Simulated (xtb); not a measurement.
Input file for xtb: GFN-FF on N2 (SMILES N#N).

```
$ xtb mol.xyz --gfnff --sp --chrg 0 --uhf 0
2

N     -0.27109887    -0.29772200    -0.36795538
N      0.27109887     0.29772200     0.36795538
```

Output:

```
[...]
           -------------------------------------------------
          |                Calculation Setup                |
           -------------------------------------------------



          ==================== Thresholds ====================
          CN  :   150.00000
          rep :   500.00000
          disp:  2500.00000
          HB1 :   250.00000
          HB2 :   450.00000

          Pauling EN used:
          Z : 7  EN :  3.04
          electric field strengths (au): 0.000

           -------------------------------------------------
          |           Force Field Initialization            |
           -------------------------------------------------

          distances ...
          ----------------------------------------
          generating topology and atomic info file ...
          pair mat ...
          computing topology distances matrix with Floyd-Warshall algo ...
          making topology EEQ charges ...
          #fragments for EEQ constrain: 1
          ----------------------------------------
          generating topology and atomic info file ...
          pair mat ...
          computing topology distances matrix with Floyd-Warshall algo ...
          making topology EEQ charges ...
          #fragments for EEQ constrain: 1
          rings ...
          # BATM   0
          # H in HB   0
          doing iterative Hueckel for 1 subsystem(s) ...

  atom   neighbors  erfCN metchar sp-hybrid imet pi  qest     coordinates
    1  N       1    0.98   0.00         1    0    1   0.000   -0.512303   -0.562613   -0.695335
    2  N       1    0.98   0.00         1    0    1   0.000    0.512303    0.562613    0.695335

          #atoms :   2
          #bonds :   1
          #angl  :   0
          #tors  :   0
          #nmol  :   1
          #optfrag :   1
           -------------------------------------------------
          |                   G F N - F F                   |
          |          A general generic force-field          |
          |                  Version 1.0.3                  |
           -------------------------------------------------
          Number of HB bonds (bound hydrogen)     0
          Number of HB bonds (unbound hydrogen)   0
          Number of XB bonds                      0

 E+G (total)                   0 d,  0 h,  0 min,  0.000 sec
 distance/D3 list               ...        0 min,  0.000 sec (  1.223%)
 non bonded repulsion           ...        0 min,  0.000 sec (  9.324%)
 dCN                            ...        0 min,  0.000 sec (  2.926%)
 EEQ energy and q               ...        0 min,  0.000 sec ( 12.841%)
 D3                             ...        0 min,  0.000 sec ( 24.499%)
 EEQ gradient                   ...        0 min,  0.000 sec (  7.064%)
 bonds                          ...        0 min,  0.000 sec ( 15.712%)
 bend and torsion               ...        0 min,  0.000 sec (  0.786%)
 bonded ATM                     ...        0 min,  0.000 sec (  0.744%)
 HB/XB (incl list setup)        ...        0 min,  0.000 sec ( 14.414%)

         :::::::::::::::::::::::::::::::::::::::::::::::::::::
         ::                     SUMMARY                     ::
         :::::::::::::::::::::::::::::::::::::::::::::::::::::
         :: total energy              -0.442944911903 Eh    ::
         :: gradient norm              0.079732369711 Eh/a0 ::
         ::.................................................::
         :: bond energy               -0.477059271358 Eh    ::
         :: angle energy               0.000000000000 Eh    ::
         :: torsion energy             0.000000000000 Eh    ::
         :: repulsion energy           0.034312337453 Eh    ::
Note: The following floating-point exceptions are signalling: IEEE_UNDERFLOW_FLAG IEEE_DENORMAL
normal termination of xtb
         :: electrostat energy         0.000000000000 Eh    ::
         :: dispersion energy         -0.000197977998 Eh    ::
         :: HB energy                  0.000000000000 Eh    ::
         :: XB energy                  0.000000000000 Eh    ::
         :: bonded atm energy          0.000000000000 Eh    ::
         :: external energy            0.000000000000 Eh    ::
         :: add. restraining           0.000000000000 Eh    ::
         :: total charge               0.000000000000 e     ::
         :::::::::::::::::::::::::::::::::::::::::::::::::::::

           -------------------------------------------------
          |                Property Printout                |
           -------------------------------------------------

molecular dipole:
                 x           y           z       tot (Debye)
 q only:        0.000       0.000       0.000       0.000

           -------------------------------------------------
          | TOTAL ENERGY               -0.442944911903 Eh   |
          | GRADIENT NORM               0.079732369711 Eh/α |
           -------------------------------------------------
########################################################################
[WARNING] Runtime exception occurred
-1- gfnff_setup: Could not read topology file.
########################################################################

------------------------------------------------------------------------
------------------------------------------------------------------------
 total:
 SCF:
```

The run finished.

Cost: around 0.010 core-seconds (rough).
